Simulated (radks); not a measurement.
Results of a calculation; reference values are marked as such.
Problem. Radial electron density D(r) = 4 pi r^2 rho(r) of an atom or ion with 10 electrons. Code: a radial shooting solver on a logarithmic mesh with Libxc functionals. Model: scalar-relativistic Kohn-Sham, LDA (Slater exchange, VWN5 correlation), spin-polarised, spherical densities, finite nucleus; Fermi nuclear charge, rms radius of each element as measured or else 0.836 A^(1/3) + 0.57 fm.

```
   r/bohr * D(r) (the largest magnitude, 28, reaches the edge; | marks zero)
 0.006428 |      *
 0.007788 |        *
 0.009513 |           *
  0.01153 |               *
  0.01408 |                     *
  0.01706 |                          *
  0.02067 |                                 *
  0.02525 |                                        *
  0.03059 |                                              *
  0.03736 |                                                   *
  0.04527 |                                                    *
  0.05529 |                                                   *
    0.067 |                                               *
  0.08183 |                                          *
  0.09915 |                                      *
   0.1211 |                                       *
   0.1467 |                                            *
   0.1792 |                                                   *
   0.2172 |                                                      *
   0.2652 |                                                  *
   0.3214 |                                       *
   0.3925 |                        *
   0.4756 |           *
   0.5809 |   *
   0.7039 |*
   0.8597 *
    1.042 *
```

What is the nuclear charge?

Solution. Z = 23. The innermost maximum, from 1s, lies near gamma/Z bohr with gamma = sqrt(1 - (Z/c)^2) = 0.986, here 0.0429 bohr (found: 0.0460), and its height grows with Z. The density is that of the vanadium ion V13+ in [Ne]; the configuration itself is not fixed sharply by these data, and Z only to about a unit. D(r) has 2 maxima, at r = 0.0460, 0.219 bohr, and minima at 0.107 bohr, inside which lie 2.16 electrons.
